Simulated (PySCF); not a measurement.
PySCF input for Si(H)(F)(Cl)(OH) (ClFH2OSi), SMILES O[SiH](F)Cl, PBE-D3(BJ)/def2-SVP. 

```python
import numpy as np
from pyscf import gto, scf, dft
from pyscf.geomopt import geometric_solver

mol = gto.M(
    atom='''
    Si   -0.05064676    0.06630621    0.54334115
    O    -1.47935807   -0.65319629    0.68671459
    F    -0.30060709    1.63723885    0.30494614
    Cl    0.99009482   -0.56973755   -1.04054511
    H     0.58445338   -0.10476446    1.82081261
    H    -2.16668222   -0.64756339    0.02344620
    ''',
    basis='def2-SVP',
    charge=0,
    spin=0,
    max_memory=1600,
    verbose=3,
)
mf = dft.RKS(mol, xc='pbe').density_fit(auxbasis='def2-universal-jkfit')
mf.disp = 'd3bj'
mf.grids.level = 3
mf.conv_tol = 1e-9
mf.max_cycle = 100
mf.kernel()
grad = mf.nuc_grad_method()
grad.grid_response = mol.nao <= 150
conv, mol_eq = geometric_solver.kernel(grad, convergence_set='GAU_TIGHT', maxsteps=100)
print(mol_eq.tostring(format='xyz'))
mf.reset(mol_eq)
mf.kernel()
```

Log of the run:

```
converged SCF energy = -925.22671003161
[banner and settings of the optimiser left out]
Geometry optimization cycle 1
Cartesian coordinates (Angstrom)
 Atom        New coordinates             dX        dY        dZ
  Si  -0.050647   0.066306   0.543341    0.000000  0.000000  0.000000
   O  -1.479358  -0.653196   0.686715    0.000000  0.000000  0.000000
   F  -0.300607   1.637239   0.304946    0.000000  0.000000  0.000000
  Cl   0.990095  -0.569738  -1.040545    0.000000  0.000000  0.000000
   H   0.584453  -0.104764   1.820813    0.000000  0.000000  0.000000
   H  -2.166682  -0.647563   0.023446    0.000000  0.000000  0.000000

WARN: Mole.unit (angstrom) is changed to Bohr

converged SCF energy = -925.226710031575
--------------- DFRKS_Scanner gradients ---------------
         x                y                z
0 Si     0.0029787234    -0.0137287233    -0.0061931857
1 O     0.0171346123     0.0184381217    -0.0151560118
2 F    -0.0004473034    -0.0181971519     0.0031485814
3 Cl    -0.0159542389     0.0100612863     0.0201393055
4 H    -0.0127821913     0.0041458304    -0.0142106428
5 H     0.0090703978    -0.0007193632     0.0122719535
----------------------------------------------
cycle 1: E = -925.226710032  dE = -925.227  norm(grad) = 0.05308
Step    0 : Gradient = 2.167e-02/2.938e-02 (rms/max) Energy = -925.2267100316
Hessian Eigenvalues: 2.30000e-02 5.00000e-02 5.00000e-02 ... 4.96160e-01 5.00619e-01 5.65229e-01

Geometry optimization cycle 2
Cartesian coordinates (Angstrom)
 Atom        New coordinates             dX        dY        dZ
  Si  -0.073599   0.088600   0.548987   -0.022952  0.022294  0.005646
   O  -1.518099  -0.673068   0.693268   -0.038741 -0.019872  0.006553
   F  -0.286214   1.683907   0.304755    0.014393  0.046668 -0.000192
  Cl   1.009093  -0.584850  -1.044707    0.018999 -0.015112 -0.004162
   H   0.641390  -0.113522   1.836596    0.056937 -0.008758  0.015783
   H  -2.195318  -0.672783  -0.000182   -0.028635 -0.025220 -0.023628
[...]
1 O     0.0001498425     0.0000562252    -0.0000181057
2 F     0.0000333785    -0.0002079688     0.0000157444
3 Cl     0.0000303095    -0.0000200461    -0.0000594958
4 H    -0.0000277418     0.0000063827    -0.0000286294
5 H     0.0000264894     0.0000264172    -0.0000091995
----------------------------------------------
cycle 15: E = -925.232363496  dE = -1.94451e-07  norm(grad) = 0.000390956
Step   14 : Displace = 3.374e-04/5.805e-04 (rms/max) Trust = 3.000e-01 (=) Grad = 1.596e-04/2.726e-04 (rms/max) E (change) = -925.2323634956 (-1.945e-07) Quality = 1.619
Hessian Eigenvalues: 4.73777e-04 2.31074e-03 4.99950e-02 ... 4.82215e-01 5.65697e-01 1.17046e+00

Geometry optimization cycle 16
Cartesian coordinates (Angstrom)
 Atom        New coordinates             dX        dY        dZ
  Si  -0.087884   0.106450   0.569542    0.001401  0.001209 -0.003549
   O  -1.543367  -0.653463   0.756501    0.006011 -0.003174  0.013407
   F  -0.292048   1.702233   0.315969   -0.006197 -0.000338 -0.005254
  Cl   0.923214  -0.609427  -1.085890   -0.013831  0.000825 -0.012994
   H   0.688274  -0.100704   1.814702    0.015175  0.006435 -0.011247
   H  -2.110935  -0.716807  -0.032109   -0.002558 -0.004957  0.019638
converged SCF energy = -925.23236400351
--------------- DFRKS_Scanner gradients ---------------
         x                y                z
0 Si    -0.0003872871     0.0002909495     0.0001602144
1 O     0.0002804343     0.0000923313    -0.0000231016
2 F     0.0000708252    -0.0004136987     0.0000328092
3 Cl     0.0000392131    -0.0000316776    -0.0001040625
4 H    -0.0000489657     0.0000130071    -0.0000470158
5 H     0.0000457802     0.0000490883    -0.0000188437
----------------------------------------------
cycle 16: E = -925.232364004  dE = -5.07889e-07  norm(grad) = 0.000740447
Step   15 : Displace = 5.868e-04/1.002e-03 (rms/max) Trust = 3.000e-01 (=) Grad = 3.023e-04/5.102e-04 (rms/max) E (change) = -925.2323640035 (-5.079e-07) Quality = 1.562
Hessian Eigenvalues: 1.99963e-04 2.28640e-03 4.99953e-02 ... 4.82495e-01 5.65889e-01 1.28395e+00

Geometry optimization cycle 17
Cartesian coordinates (Angstrom)
 Atom        New coordinates             dX        dY        dZ
  Si  -0.085032   0.109029   0.561987    0.002853  0.002579 -0.007556
   O  -1.530729  -0.659453   0.784152    0.012637 -0.005990  0.027651
   F  -0.304828   1.701899   0.305476   -0.012780 -0.000335 -0.010493
  Cl   0.894051  -0.607953  -1.112339   -0.029163  0.001474 -0.026449
   H   0.719463  -0.087385   1.790667    0.031190  0.013319 -0.024035
   H  -2.115672  -0.727854   0.008773   -0.004737 -0.011047  0.040882
converged SCF energy = -925.232364896269
--------------- DFRKS_Scanner gradients ---------------
         x                y                z
0 Si    -0.0005948268     0.0004479191     0.0002466655
1 O     0.0004405356     0.0001405605    -0.0000452973
2 F     0.0001207745    -0.0006436271     0.0000511280
3 Cl     0.0000439854    -0.0000428495    -0.0001561999
4 H    -0.0000785090     0.0000236824    -0.0000730455
5 H     0.0000680403     0.0000743146    -0.0000232508
----------------------------------------------
cycle 17: E = -925.232364896  dE = -8.92759e-07  norm(grad) = 0.0011461
Step   16 : Displace = 7.299e-04/1.242e-03 (rms/max) Trust = 3.000e-01 (=) Grad = 4.679e-04/7.844e-04 (rms/max) E (change) = -925.2323648963 (-8.928e-07) Quality = 1.377
Hessian Eigenvalues: 1.58203e-04 2.27124e-03 4.99955e-02 ... 4.82461e-01 5.65871e-01 1.13899e+00

Geometry optimization cycle 18
Cartesian coordinates (Angstrom)
 Atom        New coordinates             dX        dY        dZ
  Si  -0.082651   0.111339   0.555308    0.002381  0.002310 -0.006678
   O  -1.519802  -0.663906   0.807684    0.010928 -0.004453  0.023532
   F  -0.315694   1.702050   0.296940   -0.010866  0.000151 -0.008536
  Cl   0.868542  -0.606976  -1.134404   -0.025509  0.000977 -0.022065
   H   0.745868  -0.076040   1.769361    0.026404  0.011344 -0.021306
   H  -2.119010  -0.738184   0.043826   -0.003338 -0.010330  0.035053
converged SCF energy = -925.232365973047
--------------- DFRKS_Scanner gradients ---------------
         x                y                z
0 Si    -0.0005745534     0.0004424208     0.0002380322
1 O     0.0004291474     0.0001326081    -0.0000483984
2 F     0.0001264151    -0.0006307829     0.0000499252
3 Cl     0.0000346028    -0.0000398082    -0.0001489149
4 H    -0.0000783942     0.0000238093    -0.0000681393
5 H     0.0000627823     0.0000717529    -0.0000225047
----------------------------------------------
cycle 18: E = -925.232365973  dE = -1.07678e-06  norm(grad) = 0.00111753
Step   17 : Displace = 9.131e-05/1.523e-04 (rms/max) Trust = 3.000e-01 (=) Grad = 4.562e-04/7.632e-04 (rms/max) E (change) = -925.2323659730 (-1.077e-06) Quality = 1.570
Hessian Eigenvalues: 1.66074e-04 2.20616e-03 4.99947e-02 ... 4.81875e-01 5.53859e-01 5.69483e-01

Geometry optimization cycle 19
Cartesian coordinates (Angstrom)
 Atom        New coordinates             dX        dY        dZ
  Si  -0.079923   0.114219   0.547216    0.002728  0.002880 -0.008092
   O  -1.507185  -0.667968   0.835047    0.012616 -0.004062  0.027363
   F  -0.328119   1.703058   0.287662   -0.012425  0.001008 -0.009278
  Cl   0.838007  -0.606178  -1.159462   -0.030536  0.000798 -0.025058
   H   0.776469  -0.062958   1.743541    0.030601  0.013082 -0.025820
   H  -2.121994  -0.751890   0.084711   -0.002985 -0.013705  0.040886
converged SCF energy = -925.232367580621
--------------- DFRKS_Scanner gradients ---------------
         x                y                z
0 Si    -0.0002183922     0.0001864977     0.0000835429
1 O     0.0001618588     0.0000408740    -0.0000190361
2 F     0.0000586704    -0.0002543761     0.0000173980
3 Cl     0.0000055978    -0.0000141026    -0.0000523224
4 H    -0.0000321438     0.0000116836    -0.0000221543
5 H     0.0000244091     0.0000294235    -0.0000074280
----------------------------------------------
cycle 19: E = -925.232367581  dE = -1.60757e-06  norm(grad) = 0.000438503
Step   18 : Displace = 9.711e-04/1.637e-03 (rms/max) Trust = 3.000e-01 (=) Grad = 1.790e-04/2.991e-04 (rms/max) E (change) = -925.2323675806 (-1.608e-06) Quality = 1.238
Hessian Eigenvalues: 1.94115e-04 2.13433e-03 4.99581e-02 ... 4.27686e-01 4.82822e-01 5.66252e-01

Geometry optimization cycle 20
Cartesian coordinates (Angstrom)
 Atom        New coordinates             dX        dY        dZ
  Si  -0.079898   0.114304   0.547232    0.000024  0.000084  0.000016
   O  -1.507920  -0.667227   0.834595   -0.000735  0.000741 -0.000452
   F  -0.327594   1.703683   0.288217    0.000525  0.000624  0.000555
  Cl   0.838441  -0.606168  -1.158966    0.000434  0.000010  0.000496
   H   0.776150  -0.063422   1.743839   -0.000319 -0.000464  0.000298
   H  -2.121924  -0.752886   0.083799    0.000070 -0.000996 -0.000912
converged SCF energy = -925.232367824323
--------------- DFRKS_Scanner gradients ---------------
         x                y                z
0 Si    -0.0000141166     0.0000252961     0.0000078115
1 O     0.0000102971    -0.0000023055    -0.0000011424
2 F     0.0000096047    -0.0000269607    -0.0000015778
3 Cl    -0.0000037901    -0.0000028728    -0.0000040847
4 H    -0.0000037119     0.0000035031     0.0000002096
5 H     0.0000017168     0.0000033398    -0.0000012161
----------------------------------------------
cycle 20: E = -925.232367824  dE = -2.43702e-07  norm(grad) = 4.37657e-05
Step   19 : Displace = 6.992e-04/1.188e-03 (rms/max) Trust = 3.000e-01 (=) Grad = 1.787e-05/3.000e-05 (rms/max) E (change) = -925.2323678243 (-2.437e-07) Quality = 1.107
Hessian Eigenvalues: 1.93148e-04 2.13200e-03 4.94601e-02 ... 4.19410e-01 4.82367e-01 5.66263e-01

Geometry optimization cycle 21
Cartesian coordinates (Angstrom)
 Atom        New coordinates             dX        dY        dZ
  Si  -0.080060   0.114127   0.547723   -0.000162 -0.000176  0.000491
   O  -1.508851  -0.666884   0.832764   -0.000931  0.000343 -0.001831
   F  -0.326789   1.703747   0.288971    0.000805  0.000065  0.000754
  Cl   0.840565  -0.606106  -1.157322    0.002124  0.000061  0.001644
   H   0.774189  -0.064386   1.745508   -0.001961 -0.000964  0.001669
   H  -2.121800  -0.752215   0.081072    0.000124  0.000671 -0.002727
converged SCF energy = -925.232367832598
--------------- DFRKS_Scanner gradients ---------------
         x                y                z
0 Si     0.0000035378    -0.0000015097    -0.0000022637
1 O    -0.0000035377    -0.0000025801     0.0000003231
2 F     0.0000018307     0.0000039070    -0.0000024402
3 Cl    -0.0000017067    -0.0000024700     0.0000009311
4 H    -0.0000001117     0.0000020328     0.0000025006
5 H    -0.0000000124     0.0000006199     0.0000009491
----------------------------------------------
cycle 21: E = -925.232367833  dE = -8.27526e-09  norm(grad) = 9.23744e-06
Step   20 : Displace = 7.892e-05/1.101e-04 (rms/max) Trust = 3.000e-01 (=) Grad = 3.771e-06/4.957e-06 (rms/max) E (change) = -925.2323678326 (-8.275e-09) Quality = 1.292
Hessian Eigenvalues: 1.49727e-04 2.15317e-03 4.02458e-02 ... 4.67999e-01 4.86750e-01 5.66242e-01

Geometry optimization cycle 22
Cartesian coordinates (Angstrom)
 Atom        New coordinates             dX        dY        dZ
  Si  -0.080180   0.114003   0.548082   -0.000120 -0.000125  0.000359
   O  -1.509453  -0.666717   0.831483   -0.000601  0.000167 -0.001281
   F  -0.326289   1.703754   0.289522    0.000500  0.000007  0.000552
  Cl   0.842034  -0.605986  -1.156208    0.001469  0.000120  0.001115
   H   0.772833  -0.065061   1.746662   -0.001356 -0.000675  0.001154
   H  -2.121691  -0.751710   0.079174    0.000109  0.000505 -0.001898
converged SCF energy = -925.232367834707
--------------- DFRKS_Scanner gradients ---------------
         x                y                z
0 Si     0.0000040150    -0.0000060845    -0.0000006773
1 O    -0.0000029632     0.0000003731     0.0000002873
2 F    -0.0000002240     0.0000069676    -0.0000023765
3 Cl    -0.0000000042    -0.0000025773     0.0000013783
4 H     0.0000000046     0.0000012773     0.0000005456
5 H    -0.0000008282     0.0000000438     0.0000008426
----------------------------------------------
cycle 22: E = -925.232367835  dE = -2.109e-09  norm(grad) = 1.13454e-05
Step   21 : Displace = 3.296e-05/5.201e-05 (rms/max) Trust = 3.000e-01 (=) Grad = 4.632e-06/7.365e-06 (rms/max) E (change) = -925.2323678347 (-2.109e-09) Quality = 1.270
Hessian Eigenvalues: 1.49727e-04 2.15317e-03 4.02458e-02 ... 4.67999e-01 4.86750e-01 5.66242e-01
Converged! =D

6
XYZ from PySCF
Si         -0.08017959        0.11400280        0.54808193
O          -1.50945256       -0.66671705        0.83148349
F          -0.32628909        1.70375449        0.28952224
Cl          0.84203378       -0.60598598       -1.15620787
H           0.77283273       -0.06506095        1.74666166
H          -2.12169121       -0.75170994        0.07917413
converged SCF energy = -925.232367834725
```

The run converged.

Cost: roughly 2.2 core-minutes.
